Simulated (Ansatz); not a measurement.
A trace of molecular dynamics of F₄H₂Si (7 atoms, charge 0, multiplicity 1).

Computed with Ansatz 0.2.0, RKS PBE/def2-SVP.

| Item | Value |
| --- | --- |
| ensemble | NVE (velocity Verlet) |
| starting velocities drawn for | 300 K |
| seed | 11738 |

```json
{"time (fs)": "0.0", "T (K)": "300", "potential energy less start (eV)": "0.000", "conserved less start (meV/atom)": "0.00"}
{"time (fs)": "4.0", "T (K)": "191", "potential energy less start (eV)": "0.071", "conserved less start (meV/atom)": "0.06"}
{"time (fs)": "8.0", "T (K)": "214", "potential energy less start (eV)": "0.055", "conserved less start (meV/atom)": "0.01"}
{"time (fs)": "12.0", "T (K)": "175", "potential energy less start (eV)": "0.081", "conserved less start (meV/atom)": "0.07"}
{"time (fs)": "16.0", "T (K)": "374", "potential energy less start (eV)": "-0.048", "conserved less start (meV/atom)": "-0.01"}
{"time (fs)": "20.0", "T (K)": "522", "potential energy less start (eV)": "-0.143", "conserved less start (meV/atom)": "0.05"}
{"time (fs)": "24.0", "T (K)": "740", "potential energy less start (eV)": "-0.284", "conserved less start (meV/atom)": "0.09"}
{"time (fs)": "28.0", "T (K)": "925", "potential energy less start (eV)": "-0.403", "conserved less start (meV/atom)": "0.10"}
{"time (fs)": "32.0", "T (K)": "1148", "potential energy less start (eV)": "-0.548", "conserved less start (meV/atom)": "0.10"}
{"time (fs)": "36.0", "T (K)": "1289", "potential energy less start (eV)": "-0.639", "conserved less start (meV/atom)": "0.07"}
{"time (fs)": "40.0", "T (K)": "1447", "potential energy less start (eV)": "-0.741", "conserved less start (meV/atom)": "-0.05"}
{"time (fs)": "44.0", "T (K)": "1472", "potential energy less start (eV)": "-0.758", "conserved less start (meV/atom)": "0.00"}
{"time (fs)": "48.0", "T (K)": "1564", "potential energy less start (eV)": "-0.818", "conserved less start (meV/atom)": "-0.14"}
{"time (fs)": "52.0", "T (K)": "1555", "potential energy less start (eV)": "-0.811", "conserved less start (meV/atom)": "-0.07"}
{"time (fs)": "56.0", "T (K)": "1598", "potential energy less start (eV)": "-0.840", "conserved less start (meV/atom)": "-0.15"}
{"time (fs)": "60.0", "T (K)": "1573", "potential energy less start (eV)": "-0.823", "conserved less start (meV/atom)": "-0.13"}
{"time (fs)": "64.0", "T (K)": "1570", "potential energy less start (eV)": "-0.821", "conserved less start (meV/atom)": "-0.09"}
{"time (fs)": "68.0", "T (K)": "1572", "potential energy less start (eV)": "-0.823", "conserved less start (meV/atom)": "-0.13"}
{"time (fs)": "72.0", "T (K)": "1523", "potential energy less start (eV)": "-0.791", "conserved less start (meV/atom)": "-0.01"}
{"time (fs)": "76.0", "T (K)": "1540", "potential energy less start (eV)": "-0.802", "conserved less start (meV/atom)": "-0.06"}
{"time (fs)": "80.0", "T (K)": "1466", "potential energy less start (eV)": "-0.753", "conserved less start (meV/atom)": "0.07"}
{"time (fs)": "84.0", "T (K)": "1496", "potential energy less start (eV)": "-0.773", "conserved less start (meV/atom)": "0.05"}
{"time (fs)": "88.0", "T (K)": "1414", "potential energy less start (eV)": "-0.719", "conserved less start (meV/atom)": "0.11"}
{"time (fs)": "92.0", "T (K)": "1439", "potential energy less start (eV)": "-0.735", "conserved less start (meV/atom)": "0.13"}
{"time (fs)": "96.0", "T (K)": "1357", "potential energy less start (eV)": "-0.682", "conserved less start (meV/atom)": "0.12"}
{"time (fs)": "100.0", "T (K)": "1375", "potential energy less start (eV)": "-0.694", "conserved less start (meV/atom)": "0.12"}
```

Q: Can this run be trusted? Judge the integration.

A: The conserved energy stayed within 0.17 meV per atom of its start (net change 0.12 meV per atom), so the integration is sound. The system heated up, since it started high on the potential surface and ran downhill. A run of 0.1 ps of so small a system gives no equilibrium averages. The orbitals stay closed-shell, which can raise the energy where a bond breaks towards radicals; this wasn't checked here. The time step was 0.5 fs.

Run time: 2.8 min on 2 threads of Intel(R) Xeon(R) Platinum 8488C (Sapphire Rapids), on a shared host, peak memory 0.14 GiB.
